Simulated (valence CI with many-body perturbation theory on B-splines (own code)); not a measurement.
Questions on Pd31+

Computed by configuration interaction combined with many-body perturbation theory (CI+MBPT): five valence electrons over a frozen Dirac-Fock core [Ne], a basis of 9 s, 9 p, 8 d, 6 f, 3 g, 1 h functions for each j, with the one-electron correlation potential Σ1, the two-electron term Σ2, the three-electron term Σ3, Breit, model QED; selected CI, second order for the rest (own B-spline code, finite nucleus).

No measured spectrum was set against this ion. As an estimate, large intervals hold to a few tenths of a per cent, small ones and those within an open d or f shell to about a per cent. Among the levels kept, up to 600 cm⁻¹ of a level comes from second order outside the variational space, and about a tenth of that is noise between levels of different J, which matters for small intervals.

Levels are named by their leading jj configuration (3d3/2^4 stands for four electrons in 3d with j = 3/2), which in mixed levels can hold well under half, so a name can repeat and another be missing.

Rates and lifetimes use the calculated energies. Strong lines usually hold to 10 to 20 %, long lifetimes can be off by a factor of two.

**Question.** What is the ground level?

**Answer.** (3s^2 3p1/2^2 3p3/2) J=3/2, composition 39 % 3s2 3p3 2P° + 38 % 3s2 3p3 4S° + 21 % 3s2 3p3 2D°, g = 1.474.

**Question.** How well does LS coupling describe the low levels?

**Answer.** Among the lowest 20 levels the leading LS term, summed over configurations, holds 53 % on average. For single configurations the figures are 48 % in LS and 74 % in jj coupling. Terms mix most in the J = 3/2 level at 119.34 eV, where the leading one holds 33 %.

**Question.** What is the ionisation energy?

**Answer.** 1854.3 eV; NIST lists 1869 ± 7 eV (semi-empirical).

**Question.** Name the longest-lived excited levels whose lifetime is computed, and their main decay.

**Answer.** (3s^2 3p1/2 3p3/2^2) J=5/2 at 37.55 eV lives 15.1 μs, mostly by M1 to (3s^2 3p1/2^2 3p3/2) J=3/2; (3s^2 3p1/2 3p3/2^2) J=3/2 at 31.10 eV lives 2.93 μs, mostly by M1 to (3s^2 3p1/2^2 3p3/2) J=3/2; (3s^2 3p1/2 3p3/2^2) J=1/2 at 45.62 eV lives 2.82 μs, mostly by M1 to (3s^2 3p1/2^2 3p3/2) J=3/2. The lifetime of (3s^2 3p1/2 3p3/2 3d5/2) J=9/2 is too uncertain to give, and may be longer.

**Question.** Where does the other parity begin?

**Answer.** At (3s 3p1/2^2 3p3/2^2) J=5/2, 111.66 eV.
